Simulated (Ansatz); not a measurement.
Consider the homolysis of the Br–Si bond: `O[SiH2][SiH2]Br` → Br• + `O[SiH2][SiH2]`•.

Computed with Ansatz on PBE0-D4/def2-TZVP structures; ΔE is electronic, products minus reactants. CBS: MP2 limit from def2 TZ/QZ plus the TZ coupled-cluster correction, frozen cores. Functionals use def2-TZVPP. B3LYP here is the variant with VWN-RPA as its local correlation; programs differ in this. HSE06 is defined as in plane-wave codes. No spin–orbit coupling; open shells (•) take unrestricted orbitals. Spin–orbit coupling would lower the free atoms: clearly for Br. Bonds to Br are less sure, by a few kJ/mol each and by 10 to 20 or more in all where they break to atoms, as the def2 sets lack core-valence functions. Scalar relativity is left out up to krypton. One conformer a species, not always the lowest.

```csv
level,ΔE (kcal/mol),difference from CCSD(T)/CBS
LDA (SPW92),107.4,9.4
PBE-D4,94.4,-3.6
revPBE-D4,91.0,-7.0
BLYP-D4,90.4,-7.6
r2SCAN-D4,93.4,-4.6
B97M-V,92.8,-5.2
PBE0-D4,93.9,-4.1
B3LYP-D4,91.6,-6.4
r2SCANh-D4,92.9,-5.1
r2SCAN0-D4,92.3,-5.7
HSE06-D4,94.0,-4.0
BHLYP-D4,90.9,-7.1
ωB97X-V,95.8,-2.2
ωB97M-V,95.3,-2.7
B2PLYP,91.9,-6.1
PBE-QIDH,95.2,-2.8
PBE,92.7,-5.3
revPBE,87.5,-10.5
BLYP,86.9,-11.1
r2SCAN,92.9,-5.1
PBE0,92.4,-5.6
B3LYP,88.8,-9.2
r2SCANh,92.4,-5.6
BHLYP,88.2,-9.8
CAM-B3LYP,90.2,-7.8
LC-ωPBE,90.4,-7.6
RPA@PBE/def2-TZVPP,84.1,-13.9
HF/def2-SVP,67.6,-30.4
MP2/def2-SVP,90.4,-7.6
CCSD/def2-SVP,84.8,-13.2
CCSD(T)/def2-SVP,86.3,-11.7
HF/def2-TZVPP,69.0,-29.0
MP2/def2-TZVPP,97.5,-0.5
SCS-MP2/def2-TZVPP,94.9,-3.1
CCSD/def2-TZVPP,90.1,-7.9
CCSD(T)/def2-TZVPP,92.5,-5.5
HF/def2-QZVPP,68.9,-29.1
MP2/def2-QZVPP,100.6,2.6
SCS-MP2/def2-QZVPP,98.0,0.0
HF/CBS(def2),68.9,-29.1
CCSD(T)/CBS,98.0,0
```

Largest T1 diagnostic among the species: 0.014.

From BLYP to BHLYP (50 % exact exchange), in def2-TZVPP and without D4, ΔE moves by +1.3 kcal/mol. At CCSD(T), def2-SVP lies −11.7 kcal/mol from the extrapolated value and def2-TZVPP −5.5 kcal/mol: correlation converges slowly with the basis, and small sets miss more of it in the bonded molecule than in its fragments.

CCSD(T)/CBS has its own doubt, a few kJ/mol and more with outer-core shells, so smaller differences from it don't rank the levels.
